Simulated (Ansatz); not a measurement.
`C[SiH](N)Cl` + H₂O → `N[SiH](O)Cl` + CH₄ at 700 K and 1 bar (formal hydrolysis of the Si–C bond).

Program: Ansatz. Geometries: PBE0-D4/def2-TZVP. ΔE: electronic, gas phase. CCSD(T)/CBS adds triple-zeta CCSD(T) − MP2 to the extrapolated MP2 energy (def2 sets, frozen cores). This one scheme is used for every species. One conformer a species, not always the lowest.

```tsv
species	CCSD(T)/CBS energy (Eh)	H − E (kJ/mol)	S (J/(mol·K))
`C[SiH](N)Cl`	-845.32705	266.9	442.1
H₂O	-76.37941	80.5	218.4
`N[SiH](O)Cl`	-881.28474	200.6	420.0
CH₄	-40.46206	145.9	224.0
```

H − E and S are ideal-gas, rigid-rotor, harmonic terms from PBE0-D4/def2-TZVP, for one conformer and one mirror image of each species. 1 Eh = 2625.50 kJ/mol, R = 8.31446 J/(mol·K).

Problem. By hand: ΔE, ΔH, ΔS and ΔG.

Solution. ΔE = (-881.28474) + (-40.46206) − (-845.32705) − (-76.37941) = -0.04034 Eh = -105.9 kJ/mol. Δ(H − E) = 200.6 + 145.9 − 266.9 − 80.5 = -0.9, so ΔH = -106.8 kJ/mol. ΔS = 420.0 + 224.0 − 442.1 − 218.4 = -16.5 J/(mol·K). ΔG = -106.8 − 700 × (-16.5)/1000 = -95.2 kJ/mol.

Problem. By hand: the equilibrium constant, and the temperature at which ΔG would vanish if ΔH and ΔS stayed fixed.

Solution. log₁₀ K = −ΔG/(RT ln 10) = 7.1. ΔG = 0 at ΔH/ΔS = 6473 K, far beyond where these terms or the molecules hold.

ΔH outweighs TΔS. A doubt of 5 kJ/mol in ΔE shifts log₁₀ K by 0.4 here. Other conformers and mirror images would add mixing entropy, several J/(mol·K) or more a flexible species. These are equilibria of isolated gas molecules and say nothing of rates. Largest T1 diagnostic: 0.010 (customary marks: 0.02 for closed shells, 0.045 for open ones).
